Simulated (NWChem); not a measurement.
SnCl cation, singlet; SMILES [Cl][Sn+]

```xyz
2

Sn     0.0000     0.0000    -0.5815
Cl     0.0000     0.0000     1.7130
```
Atoms are numbered in this order, from 1.

Low-valent species are run as closed-shell singlets; no triplet was tried in these runs. Coordinates come from a PBE0/def2-SVP optimisation. def2 effective core potentials on Sn; no spin-orbit coupling.

### Question
List the 6 lowest vertical singlet excitations from PBE/def2-SVP with def2 effective core potentials on Sn, full TDDFT (NWChem).

### Answer
```tsv
state	energy (eV)	oscillator strength	leading excitation (squared amplitude)
S1	4.06	0.000	HOMO−1 → LUMO (0.48)
S2	4.21	0.000	HOMO−1 → LUMO+1 (0.49)
S3	4.21	0.000	HOMO−1 → LUMO (0.49)
S4	4.68	0.028	HOMO−2 → LUMO (0.99)
S5	4.68	0.028	HOMO−2 → LUMO+1 (0.99)
S6	5.31	0.058	HOMO−1 → LUMO+1 (0.42)
```
